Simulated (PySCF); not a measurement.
A structure optimised at PBE-D3(BJ)/def2-SVP, used in a PySCF frequency run:

```
Si
F 1 1.6299
O 1 1.6555 2 110.42
H 3 0.9756 1 115.27 2 76.02
I 1 2.4283 2 108.41 3 -117.09
I 1 2.4518 2 106.25 3 121.01
```
Charge 0, spin multiplicity 1.

Write its SMILES and formula.

O[Si](F)(I)I, FHI₂OSi

What are its rotational constants (standard atomic weights)?

1.9391, 0.45154, 0.40503 GHz
